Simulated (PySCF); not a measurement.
BH6NO2Si, SMILES N[SiH2]B(O)O. Geometry optimised at PBE-D3(BJ)/def2-SVP. The structure was generated by enumeration, and PubChem lists no compound with its InChIKey, so it may never have been made. The values are those of a single conformer.

These are PBE-D3(BJ)/def2-SVP run with PySCF values and carry that method's errors.

Harmonic wavenumbers (cm⁻¹): 93, 181, 253, 309, 324, 405, 536, 561, 589, 630, 675, 728, 807, 878, 908, 913, 993, 1130, 1296, 1436, 1508, 2117, 2146, 3319, 3444, 3531, 3675. Rotational constants (GHz): 6.541, 2.597, 1.932; symmetry number 1.

Task: Work out the zero-point energy and the ideal-gas rigid-rotor harmonic-oscillator thermochemistry at 298.15 K and 1 atm.

Result: ZPE = ½ Σ hcν = ½ × 33386 cm⁻¹ = 199.69 kJ/mol. H − E(el) = 220.54 kJ/mol. Entropy in J/(mol K): translation 165.00, rotation 111.65, vibration 61.19, total 337.84. G − E(el) = 119.81 kJ/mol. Cp = 114.42 J/(mol K). Modes under 150 cm⁻¹ make the vibrational entropy uncertain.
